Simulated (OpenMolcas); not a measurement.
## Mn2+: effect of the ligand basis

Mn2+ with 6 ligands (fluoride) in octahedral coordination (Oh) at 2.14 Å. A charge of +0.667 e stands 3.2 Å behind each ligand.

```yaml
Program: OpenMolcas 26.06
Method: "SS-CASPT2, IPEA 0.25 Eh, imaginary shift 0.1 Eh (closed shells correlated: 3s 3p and the ligand valence shells)"
Spin-orbit_coupling: RASSI with atomic mean-field integrals over the reference wave functions
```

Fixed: metal basis ANO-RCC-VTZP, active space 5 electrons in 5 orbitals (3d), DKH2 Hamiltonian.

States (labels of O, the rotations of Oh). Energies in cm-1 above the lowest state or level, χT in cm3 K/mol.

```tsv
Run	Ligand basis	Ground state	First gap with spin-orbit (degeneracies)	χT at 300 K	First state of another spin	Cost
A	ANO-RCC-VDZP	6A1	23130 (6, 2)	4.386	4T1 23180	roughly 6 core-minutes
B	ANO-RCC-VTZP	6A1	23130 (6, 2)	4.386	4T1 23180	roughly 30 core-minutes
```

Costs are those of the CASPT2 steps.

Roots that are degenerate in the reference are averaged as groups; the widest CASPT2 spread within a group is 120 cm-1 (the 3-fold group of multiplicity 2 near 50100 cm-1 above the lowest state of its run, A). Shifts and gaps below about the spread of the groups concerned are not significant. Over all roots computed the reference weight is 0.70 to 0.71 in A, 0.68 to 0.70 in B; a low but even weight reflects the number of correlated electrons. Ligand-to-metal charge-transfer states are missing. These CASPT2 states fit no ligand-field parameters well, so their order and spin gaps are uncertain. With no ligand orbital active B as a rule stays too high, so bands that hang on it stand too high and its fall with covalency is understated. With one d shell and no ligand orbital active, 10Dq can be off by tens of per cent for divalent 3d ions, low with halides held by bare charges and at times high in hosts. Free-ion shares, where given, are those of the reference states; single-state CASPT2 does not remix them. No measured value stands beside these numbers; the geometry is a model, was not optimised and need not be the one that this ion takes.
